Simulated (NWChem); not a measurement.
System: C₂H₆N, doublet; SMILES C[N]C

Results from NWChem. Spin-unrestricted. Coordinates come from a PBE0/def2-SVP, spin-unrestricted optimisation. No stability test was run on the SCF state. Level: M06-2X/def2-SVP with SMD (1 M gas to 1 M solution), gas-phase geometry. Reactions with the solvent are ignored.

```tsv
solvent	dielectric constant	solvation free energy (kcal/mol)	cavity-dispersion-structure term (kcal/mol)	dipole in solution (D)
water	78.4	-7.5	-3.4	2.35
cyclohexanone	15.6	-3.0	0.8	2.32
N,N-dimethylformamide	37.2	-3.0	1.0	2.34
dimethyl sulfoxide	46.8	-2.5	1.6	2.35
dichloromethane	8.93	-4.1	-0.5	2.28
toluene	2.37	-2.4	-0.2	[?]
acetonitrile	35.7	-3.8	0.2	2.34
```

Q: Complete the blanks.

A: 
- toluene, dipole in solution (D): 2.08
